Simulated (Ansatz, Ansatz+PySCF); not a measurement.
```yaml
atoms:
  - { symbol: O, position_ang: [0.0000, 0.0000, -0.5941] }
  - { symbol: O, position_ang: [0.0000, 0.0000, 0.5941] }
  - { symbol: O, position_ang: [29.8745, -0.5321, -0.2326] }
  - { symbol: O, position_ang: [30.1255, 0.5321, 0.2326] }
```

Basis set: STO-3G (spherical functions). Left uncorrelated: 4 orbitals. Correlation on ROHF uses semicanonical orbitals with singles. Charge 0, multiplicity 5.

Computed with Ansatz (development build ahead of 0.2.0); each method stands on the lowest determinant of its kind that the runs found.

The atomization energy at this shape (free ground-state atoms in the same class of orbitals less the molecule, no zero-point energy) of quintet O4 in separate pieces:

```
     method  atomization energy
UHF-CCSD(T)             6.95 eV
    UHF-MP2             5.96 eV
   ROHF-MP2             5.93 eV
       ROHF             1.20 eV
```

Q: What does UHF give?

A: 1.30 eV. Caution for UHF-MP2, ROHF-MP2: another reference gives a lower total.

This basis has no polarisation functions and is too small for such energies, which can lie far from measured ones in either direction.
